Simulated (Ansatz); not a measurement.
Consider the substitution at a C–C bond: `CCC(C)(CC)CC` + `C[NH][InH2]` → `CC[N](C)[InH2]` + `CCC(C)CC`.

Computed with Ansatz on PBE0-D4/def2-TZVP structures; ΔE is electronic, products minus reactants. CBS: MP2 limit from def2 TZ/QZ plus the TZ coupled-cluster correction, frozen cores. DFT in def2-TZVPP. B3LYP here is the variant with VWN-RPA as its local correlation; programs differ in this. Elements past krypton have def2 core potentials. For In outer-core shells are correlated without core-valence functions, which leaves a few kJ/mol of doubt a bond. One conformer a species, not always the lowest.

| level | ΔE (kcal/mol) | difference from CCSD(T)/CBS |
| --- | --- | --- |
| PBE0-D4 | 4.9 | -0.6 |
| B3LYP-D4 | 4.3 | -1.2 |
| ωB97X-V | 5.7 | 0.2 |
| r2SCAN | 4.3 | -1.2 |
| B3LYP | 2.4 | -3.1 |
| MP2/def2-TZVPP | 6.7 | 1.2 |
| SCS-MP2/def2-TZVPP | 5.7 | 0.2 |
| CCSD(T)/def2-TZVPP | 5.8 | 0.3 |
| HF/def2-QZVPP | 2.8 | -2.7 |
| MP2/def2-QZVPP | 6.5 | 1.0 |
| CCSD(T)/CBS | 5.5 | 0 |

Largest T1 diagnostic among the species: 0.016.

In def2-TZVPP, CCSD(T) changes the Hartree–Fock value by +2.9 kcal/mol (the triples alone add +0.2 kcal/mol) and MP2 by +3.8 kcal/mol. From PBE to PBE0 (25 % exact exchange), in def2-TZVPP and without D4, ΔE moves by +1.0 kcal/mol. The D4 term adds +1.9 kcal/mol with B3LYP and +1.2 kcal/mol with PBE0; it sums over pairs of atoms, weighted by their polarisabilities, and B3LYP, whose exchange is more repulsive, gets the larger term.
